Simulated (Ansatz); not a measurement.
Geometry optimisation, DFT PBE, scalar-relativistic, plane waves, PAW in Ansatz.

Input file:

```yaml
crystal:
  lattice:
    - [0.0, 3.57, 3.57]
    - [3.57, 0.0, 3.57]
    - [3.57, 3.57, 0.0]
  atoms:
    - { symbol: C, position: [0.0, 0.0, 0.0] }
    - { symbol: C, position: [0.125, 0.125, 0.125] }
    - { symbol: C, position: [0.0, 0.0, 0.5] }
    - { symbol: C, position: [0.125, 0.125, 0.625] }
    - { symbol: C, position: [0.0, 0.5, 0.0] }
    - { symbol: C, position: [0.125, 0.625, 0.125] }
    - { symbol: C, position: [0.0, 0.5, 0.5] }
    - { symbol: C, position: [0.125, 0.625, 0.625] }
    - { symbol: C, position: [0.5, 0.0, 0.0] }
    - { symbol: C, position: [0.625, 0.125, 0.125] }
    - { symbol: C, position: [0.5, 0.0, 0.5] }
    - { symbol: C, position: [0.625, 0.125, 0.625] }
    - { symbol: C, position: [0.5, 0.5, 0.0] }
    - { symbol: C, position: [0.625, 0.625, 0.125] }
    - { symbol: C, position: [0.5, 0.5, 0.5] }
    - { symbol: C, position: [0.625, 0.625, 0.625] }
    - { symbol: H, position: [1.05401814, 0.82775423, -0.19206748] }
total_charge: 1
basis:
  ecutwfc: 420.0
kpoints:
  mp_grid: { grid: [3, 3, 3] }
hamiltonian:
  xc: pbe
scf:
  occupations: { method: gaussian, width: 0.05 }
  lower_state_search: "off"
relax:
  f_tol: 0.03
  max_steps: 60
  adjacent_minimum: "off"
```

Run as:

```bash
$ ansatz run input.yaml --threads 1 --pin off --max-ram 3072MiB --backend cpu --events-out ev --progress --plain --runs-dir out
```

Where does it end, and by what steps?

The run converged. Limits of this set-up: charged cell in a uniform background, uncorrected. After 8 steps the energy has fallen by 0.467 eV; H17 moved furthest, 0.43 Å.

```tsv
step	energy less start (eV)	largest force component (eV/Å)	accepted
0	0.0000	2.028	yes
1	-0.1870	0.808	yes
2	-0.2231	0.317	yes
3	-0.2339	0.381	yes
4	-0.3196	0.722	yes
5	-0.3256	0.914	yes
6	-0.4487	0.258	yes
7	-0.4669	0.095	yes
8	-0.4673	0.012	yes
```

```xyz
17
Lattice="0.0000 3.5700 3.5700 3.5700 0.0000 3.5700 3.5700 3.5700 0.0000" Properties=species:S:1:pos:R:3
C 0.045 0.057 -0.013
C 0.898 0.930 0.899
C 1.721 1.717 -0.085
C 2.745 2.761 0.960
C 1.789 0.018 1.758
C 2.678 0.919 2.658
C 3.568 1.777 1.746
C 4.422 2.689 2.620
C -0.002 1.820 1.776
C 0.901 2.698 2.669
C 1.783 3.593 1.776
C 2.683 4.470 2.653
C 1.789 1.804 3.551
C 2.677 2.695 4.443
C 3.565 3.577 3.549
C 4.468 4.471 4.426
H 2.238 2.781 7.031
```

Run time: 23 s on 1 thread of Intel(R) Xeon(R) Platinum 8488C (Sapphire Rapids), with other jobs on the host, peak memory 0.39 GiB.
